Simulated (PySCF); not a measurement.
Species: `C[P@](=O)(P)CCCO`. The columns A, B, C and D hold Mulliken, IAO, Hirshfeld and ESP-fitted charges (e) of one PBE0/pcSseg-1 density (PySCF), in a shuffled order. Coordinates in Å (GFN2-xTB); the density's dipole moment is (0.93, -0.41, 3.29) D.

| atom | x | y | z | A | B | C | D |
| --- | --- | --- | --- | --- | --- | --- | --- |
| C1 | 2.333 | -1.238 | -0.182 | -0.483 | -0.162 | -0.686 | -0.672 |
| P2 | 0.702 | -0.485 | -0.592 | +0.573 | +0.388 | +0.872 | +1.321 |
| O3 | 0.064 | -1.159 | -1.745 | -0.634 | -0.398 | -0.670 | -0.931 |
| P4 | 0.972 | 1.675 | -0.863 | -0.013 | +0.040 | -0.240 | -0.025 |
| C5 | -0.270 | -0.725 | 0.976 | -0.430 | -0.117 | -0.137 | -0.509 |
| C6 | -1.170 | 0.449 | 1.328 | -0.286 | -0.081 | +0.142 | -0.269 |
| C7 | -2.205 | 0.737 | 0.239 | +0.083 | +0.005 | -0.044 | -0.051 |
| O8 | -1.600 | 1.068 | -0.989 | -0.478 | -0.190 | -0.496 | -0.553 |
| H9 | 2.944 | -1.230 | -1.083 | +0.166 | +0.054 | +0.186 | +0.171 |
| H10 | 2.162 | -2.271 | 0.114 | +0.159 | +0.055 | +0.192 | +0.168 |
| H11 | 2.835 | -0.696 | 0.615 | +0.144 | +0.048 | +0.183 | +0.157 |
| H12 | 2.347 | 1.529 | -1.095 | +0.021 | -0.029 | +0.037 | -0.045 |
| H13 | 0.681 | 1.557 | -2.213 | +0.089 | +0.003 | +0.112 | +0.020 |
| H14 | -0.859 | -1.633 | 0.817 | +0.165 | +0.048 | +0.051 | +0.159 |
| H15 | 0.431 | -0.904 | 1.793 | +0.152 | +0.045 | +0.032 | +0.152 |
| H16 | -0.558 | 1.345 | 1.458 | +0.152 | +0.026 | -0.033 | +0.142 |
| H17 | -1.691 | 0.248 | 2.267 | +0.128 | +0.046 | -0.019 | +0.142 |
| H18 | -2.803 | 1.606 | 0.533 | +0.124 | +0.046 | +0.097 | +0.147 |
| H19 | -2.875 | -0.123 | 0.119 | +0.108 | +0.041 | +0.063 | +0.124 |
| H20 | -1.444 | 0.259 | -1.499 | +0.260 | +0.131 | +0.358 | +0.350 |

Task: Which column most likely holds the ESP-fitted charges?

Result: C. Σ q r misses the density's dipole by 0.06 D (C), 1.43 D (B), 2.30 D (A), 2.61 D (D). Charges fitted to the outside potential are the only set here that is tied to the molecule's multipoles.

Task: And the Hirshfeld charges?

Result: B. The mean sizes are 0.098 e (B), 0.232 e (A), 0.233 e (C), 0.305 e (D), and Hirshfeld charges are commonly the smallest of these schemes.

As computed, A = Mulliken, B = Hirshfeld, C = ESP-fitted, D = IAO. Hydrogens on carbon: Mulliken +0.11 to +0.17, Hirshfeld +0.03 to +0.06, ESP-fitted -0.03 to +0.19, IAO +0.12 to +0.17 e.

The Hirshfeld scheme divides the density at each point in proportion to the densities of the neutral, spherically averaged free atoms. The ESP scheme fits charges at the nuclei, held to the total charge, to the electrostatic potential on points at 1.4 to 2.0 times the van der Waals radii.

Geometry: GFN2-xTB, one conformer, isolated molecule.
